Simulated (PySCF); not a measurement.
Species: (H2In-mu-NH2)3.
Bonds: In1–N4, In1–N12, N4–In5, In5–N8, N8–In9, In9–N12. Hydrogens: H2, H3 on In1; H13, H14 on N4; H6, H7 on In5; H15, H16 on N8; H10, H11 on In9; H17, H18 on N12.

Method: PBE0-D3(BJ)/def2-SVP geometry optimisation, gas phase, def2 core potentials past Kr in PySCF; density fitting, grid level 1; the optimiser is geomeTRIC in internal coordinates, started from a GFN2-xTB structure with every atom displaced at random (about 0.03 Å).

Step 0: E = -20178.9568 eV
```
atom  x, y, z in Å  |  force x, y, z in eV/Å
In1    -0.0457   -0.2647   -2.2477   -0.797   0.713  -0.213
H2      0.6926    0.9413   -3.2008    0.316   0.196  -0.224
H3     -1.0904   -1.4965   -2.8326   -0.041  -0.223   0.076
N4      1.4520   -1.0471   -0.8620   -9.643   0.364   6.409
In5     1.9260    0.1552    0.8353    0.639   0.643   0.407
H6      3.0485   -0.7370    1.7160    0.506  -0.454   0.411
H7      2.1436    1.7737    0.3808   -0.064   0.484  -0.224
N8      0.1017    0.0732    2.0041   -0.892  -0.308   2.149
In9    -1.9187    0.0320    1.0689    0.200  -0.231  -0.557
H10    -2.2858   -1.6124    0.7574    0.063  -0.262  -0.067
H11    -2.8998    1.1358    1.8528   -0.424   0.563   0.468
N12    -1.3265    0.9903   -0.8486   -0.950  -0.092  -0.629
H13     2.1066   -1.2877   -1.3994    7.537  -3.057  -5.627
H14     0.9187   -1.9243   -0.4748    1.772   1.814  -1.094
H15     0.1029   -0.8039    2.6156    0.142   1.564  -0.865
H16     0.0450    0.8899    2.6892    0.291  -1.393  -1.044
H17    -2.1768    1.3455   -1.3595    0.936  -0.663   0.539
H18    -0.8503    1.8534   -0.6170    0.409   0.342   0.085
```

Step 1: E = -20180.0201 eV
```
atom  x, y, z in Å  |  force x, y, z in eV/Å
In1    -0.1103   -0.2290   -2.2807   -0.015   0.304  -0.222
H2      0.7040    0.9605   -3.2646    0.041  -0.134   0.070
H3     -1.1676   -1.4858   -2.8373    0.061  -0.039   0.081
N4      1.4026   -1.0754   -0.8641   -0.865   0.555   0.035
In5     1.9655    0.1794    0.8833    0.474   0.060   0.099
H6      3.1389   -0.7529    1.8024   -0.165   0.088  -0.124
H7      2.1529    1.8409    0.3830   -0.108  -0.156  -0.022
N8      0.0760    0.0744    2.0383   -0.371  -0.106  -0.118
In9    -1.9359    0.0251    1.0535   -0.131   0.051  -0.033
H10    -2.2710   -1.6500    0.7290    0.069   0.074   0.002
H11    -2.9583    1.1701    1.8935    0.135  -0.102  -0.055
N12    -1.3221    0.9857   -0.8570    0.139   0.037   0.202
H13     2.1698   -1.3789   -1.4513    0.403  -0.145   0.019
H14     0.9531   -1.9128   -0.5063    0.113  -0.382   0.062
H15     0.0919   -0.7516    2.6369    0.115  -0.097   0.037
H16     0.0286    0.8513    2.6968    0.131   0.148   0.027
H17    -2.1530    1.3169   -1.3499   -0.079  -0.088  -0.028
H18    -0.8218    1.8492   -0.6278    0.053  -0.068  -0.034
```

Problem. Estimate the geometry and energy of step 2. (The exact step hangs on the optimiser's Hessian estimate; all steps are aligned on step 1, rigid shifts and turns removed.)

Solution. E = -20180.0761 eV, largest force 0.422 eV/Å
```
atom  x, y, z in Å  |  force x, y, z in eV/Å
In1    -0.1159   -0.2080   -2.2849    0.007   0.119  -0.167
H2      0.7445    0.9413   -3.2597    0.052  -0.041   0.020
H3     -1.1631   -1.4741   -2.8294    0.006  -0.034   0.040
N4      1.3585   -1.0690   -0.8506   -0.408   0.073  -0.080
In5     1.9573    0.1894    0.8765    0.258   0.012   0.034
H6      3.1272   -0.7302    1.7769   -0.025  -0.002  -0.019
H7      2.1096    1.8322    0.3505   -0.072  -0.004  -0.046
N8      0.0692    0.0699    2.0328   -0.219  -0.050   0.003
In9    -1.9300    0.0170    1.0446   -0.060  -0.010  -0.011
H10    -2.2444   -1.6512    0.7065    0.034  -0.008  -0.020
H11    -2.9399    1.1438    1.8962    0.026  -0.003  -0.001
N12    -1.3087    0.9927   -0.8472    0.087   0.049   0.104
H13     2.1517   -1.3802   -1.4143    0.084   0.018   0.158
H14     0.9307   -1.9229   -0.4879    0.109  -0.091  -0.004
H15     0.1050   -0.7570    2.6315    0.075  -0.027   0.023
H16     0.0345    0.8522    2.6885    0.084   0.048   0.007
H17    -2.1428    1.3210   -1.3370   -0.045  -0.017  -0.003
H18    -0.7998    1.8499   -0.6154    0.006  -0.032  -0.036
```

The energy changes by -0.0560 eV. The first-order estimate −F·Δx gives -0.0759 eV and the mean of the old and new forces, exact on a quadratic surface, -0.0559 eV. The step makes an angle of 67° with the force vector and moves no atom by more than 0.055 Å.

The cost below is that of the whole optimisation. Hardware: Arm Neoverse V2, one thread, no GPU (shared host). Cost: 5.7 min of wall time, 0.82 GiB resident at most.
